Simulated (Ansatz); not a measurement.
Stepwise reaction of `OB(O)S` with hydrogen chloride, as a gas-phase model of exchange steps in deposition or etching. ΔE in kJ/mol; ΔG adds harmonic PBE0-D4 terms to CCSD(T)/CBS, at 1 bar.

Program: Ansatz. Geometries: PBE0-D4/def2-TZVP. ΔE: electronic, gas phase. CCSD(T)/CBS adds triple-zeta CCSD(T) − MP2 to the extrapolated MP2 energy (def2 sets, frozen cores). This one scheme is used for every species. Functionals use def2-TZVPP. B3LYP here is the variant with VWN-RPA as its local correlation; programs differ in this. Each species was taken in one conformer, which may not be the lowest.

```tsv
step	reaction	PBE-D4	B3LYP-D4	ωB97M-V	CCSD(T)/CBS	ΔG(400 K)
2	`OB(S)Cl` + HCl → `SB(Cl)Cl` + H₂O	41.6	49.3	49.7	44.1	44.0
```

Task: Give the row of step 1, `OB(O)S` + HCl → `OB(S)Cl` + H₂O. (Best estimate.)

Result: Computed: 
| step | reaction | PBE-D4 | B3LYP-D4 | ωB97M-V | CCSD(T)/CBS | ΔG(400 K) |
| --- | --- | --- | --- | --- | --- | --- |
| 1 | `OB(O)S` + HCl → `OB(S)Cl` + H₂O | 25.3 | 33.0 | 32.6 | 29.1 | 30.2 |

Task: By hand: ΔE of the 2 steps together at CCSD(T)/CBS.

Result: (29.1) + (44.1) = 73.2 kJ/mol, or 36.6 kJ/mol a step.

In ΔE each step is higher than the one before. All are uphill at CCSD(T)/CBS. ΔG lies between 30.2 and 44.0 kJ/mol a step. PBE-D4 differs from CCSD(T)/CBS by -3.8 to -2.5 kJ/mol a step. Isolated molecules leave out the surface, adducts and barriers. Largest T1 diagnostic: 0.012.
